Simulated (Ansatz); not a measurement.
The lowest singlet and triplet of OS (SMILES O=S); geometries from B3LYP-D3(BJ)/def2-TZVP, each state relaxed from the structure named, with no frequency check, low spin by broken symmetry.
Singlet (charge 0, multiplicity 1):
```xyz
2

O      0.0000     0.0000    -0.9930
S      0.0000     0.0000     0.4965
```
Triplet (charge 0, multiplicity 3):
```xyz
2

O      0.0000     0.0000    -0.9933
S      0.0000     0.0000     0.4966
```

```json
[
 {"level": "R-SVWN5/def2-TZVPP", "gap E(singlet) − E(triplet), adiabatic (eV)": "1.159", "cost": "×0.6"},
 {"level": "R-PBE/def2-TZVPP", "gap E(singlet) − E(triplet), adiabatic (eV)": "1.246", "cost": "×1"},
 {"level": "R-B3LYP/def2-TZVPP", "gap E(singlet) − E(triplet), adiabatic (eV)": "1.245", "cost": "×1"},
 {"level": "R-BHLYP/def2-TZVPP", "gap E(singlet) − E(triplet), adiabatic (eV)": "1.383", "cost": "×0.8"},
 {"level": "U-BHLYP/def2-TZVPP (spin-contaminated)", "gap E(singlet) − E(triplet), adiabatic (eV)": "0.323", "cost": "×3"},
 {"level": "R-wB97X-V/def2-TZVPP", "gap E(singlet) − E(triplet), adiabatic (eV)": "1.200", "cost": "×2"},
 {"level": "R-wB97M-V/def2-TZVPP", "gap E(singlet) − E(triplet), adiabatic (eV)": "1.068", "cost": "×2"},
 {"level": "U-wB97M-V/def2-TZVPP (spin-contaminated)", "gap E(singlet) − E(triplet), adiabatic (eV)": "0.362", "cost": "×5"},
 {"level": "U-B2PLYP/def2-TZVPP (spin-contaminated)", "gap E(singlet) − E(triplet), adiabatic (eV)": "0.318", "cost": "×4"},
 {"level": "R-MP2/cc-pV(D+d)Z", "gap E(singlet) − E(triplet), adiabatic (eV)": "1.112", "cost": "-"},
 {"level": "R-MP2/cc-pV(Q+d)Z", "gap E(singlet) − E(triplet), adiabatic (eV)": "0.981", "cost": "-"},
 {"level": "R-SCS-MP2/cc-pV(T+d)Z", "gap E(singlet) − E(triplet), adiabatic (eV)": "0.820", "cost": "-"},
 {"level": "R-CCSD/cc-pV(T+d)Z", "gap E(singlet) − E(triplet), adiabatic (eV)": "1.109", "cost": "-"},
 {"level": "R-CCSD/cc-pV(Q+d)Z", "gap E(singlet) − E(triplet), adiabatic (eV)": "1.080", "cost": "-"},
 {"level": "R-CCSD(T)/cc-pV(T+d)Z", "gap E(singlet) − E(triplet), adiabatic (eV)": "1.017", "cost": "×2"},
 {"level": "R-CCSDT/cc-pV(D+d)Z", "gap E(singlet) − E(triplet), adiabatic (eV)": "0.937", "cost": "-"},
 {"level": "R-CCSDT(Q)/cc-pV(D+d)Z", "gap E(singlet) − E(triplet), adiabatic (eV)": "0.824", "cost": "×9"},
 {"level": "SC-NEVPT2 on SA-CASSCF(12,8)/cc-pV(Q+d)Z", "gap E(singlet) − E(triplet), adiabatic (eV)": "0.747", "cost": "-"},
 {"level": "FIC-MRCISD+Q on SA-CASSCF(12,8)/cc-pV(T+d)Z", "gap E(singlet) − E(triplet), adiabatic (eV)": "0.767", "cost": "-"},
 {"level": "FIC-MRCISD+Q on SA-CASSCF(12,8)/cc-pV(Q+d)Z", "gap E(singlet) − E(triplet), adiabatic (eV)": "0.739", "cost": "-"}
]
```

The rows run from 0.318 (U-B2PLYP/def2-TZVPP (spin-contaminated)) to 1.383 eV (R-BHLYP/def2-TZVPP). From cc-pV(D+d)Z to cc-pV(Q+d)Z R-MP2 changes by -0.131. The 6 R-functionals in def2-TZVPP without D3 or D4 span 0.315, from R-wB97M-V to R-BHLYP.

A positive gap puts the triplet lower; no zero-point energy. R- takes a restricted singlet, here one determinant of a half-filled degenerate or near-degenerate pair, which mixes singlet states. U- takes an unrestricted singlet (broken symmetry where lower, unprojected). The triplet is unrestricted in single-reference levels. Active spaces average the two states.

Cores are frozen in the correlated methods.

Doubts at one or more of the structures used: a restricted determinant that unrestricted orbitals would lower (R-SVWN5/def2-TZVPP, R-PBE/def2-TZVPP, R-B3LYP/def2-TZVPP, R-BHLYP/def2-TZVPP, R-wB97X-V/def2-TZVPP, R-wB97M-V/def2-TZVPP, R-MP2/cc-pV(D+d)Z, R-MP2/cc-pV(Q+d)Z, R-SCS-MP2/cc-pV(T+d)Z, R-CCSD/cc-pV(T+d)Z, R-CCSD/cc-pV(Q+d)Z, R-CCSD(T)/cc-pV(T+d)Z, R-CCSDT/cc-pV(D+d)Z, R-CCSDT(Q)/cc-pV(D+d)Z); other coupled-cluster roots lie near (R-CCSDT/cc-pV(D+d)Z, R-CCSDT(Q)/cc-pV(D+d)Z).

Programs: Ansatz (Gaussian orbitals). Values without a source in brackets are computed.

Costs are rough ratios of core time to R-PBE/def2-TZVPP (about 1.5 s over the structures, on one shared machine); a dash marks a level with no comparable run of its own.

Ansatz is a first-principles code.
